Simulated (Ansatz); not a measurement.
`CC[SiH3]` + `[OH][Al]([Cl])[Cl]` → `[SiH3][O][Al]([Cl])[Cl]` + `CC`  (ligand exchange at the Si–C bond)

Program: Ansatz. Geometries: PBE0-D4/def2-TZVP. ΔE: electronic, gas phase. CCSD(T)/CBS is the MP2 limit (def2-TZVPP, def2-QZVPP) plus CCSD(T) − MP2 in def2-TZVPP, frozen cores. This one scheme is used for every species. One conformer a species, not always the lowest.

```tsv
species	MP2/def2-TZVPP energy (Eh)
`CC[SiH3]`	-369.85760
`[OH][Al]([Cl])[Cl]`	-1237.33410
`[SiH3][O][Al]([Cl])[Cl]`	-1527.60619
`CC`	-79.63077
```

Problem. Work out ΔE.

Solution. ΔE = (-1527.60619) + (-79.63077) − (-369.85760) − (-1237.33410) = -0.04526 Eh = -118.8 kJ/mol. CCSD(T)/CBS gives -117.4 kJ/mol.

Largest T1 diagnostic among the species: 0.010.

From BLYP to BHLYP (50 % exact exchange), in def2-TZVPP and without D4, ΔE moves by −13.5 kJ/mol. In def2-TZVPP, CCSD(T) changes the Hartree–Fock value by +26.5 kJ/mol (the triples alone add +3.7 kJ/mol) and MP2 by +25.5 kJ/mol. Leaving LDA and LC-ωPBE aside and taking each functional with its dispersion term where it has one, the values, not all of them listed here, spread over 32.3 kJ/mol, from BHLYP-D4 to revPBE-D4. LDA lies +3.8 kJ/mol from PBE without D4.
